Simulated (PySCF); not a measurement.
Computed shifts of a molecule C₅H₅FSi, PySCF with HF/pcSseg-1, GIAO, gas phase, equivalent atoms averaged, in ppm (number of nuclei): ¹³C: 109.3 (2), 85.9 (2), 3.2 (1). ²⁹Si: -30.5 (1). ¹⁹F: -133.9 (1). ¹H: 3.17 (2), 0.82 (3). References: ¹³C against TMS (σ = 192.6 ppm); ²⁹Si against TMS (σ = 393.8 ppm); ¹⁹F against CFCl3 (σ = 238.5 ppm); ¹H against TMS (σ = 31.99 ppm), references at their B3LYP-D3(BJ)/def2-TZVP geometries, non-relativistic. Geometry optimised at ωB97X-D3(BJ)/def2-SVP. The values are those of a single conformer.

Which structure fits?
A. C#CC[Si@@H](F)C#C
B. C#C[SiH2][C@H](F)C#C
C. C#C[C@H]1[SiH2]C=C1F
D. C#C[Si](C)(F)C#C

D, C#C[Si](C)(F)C#C
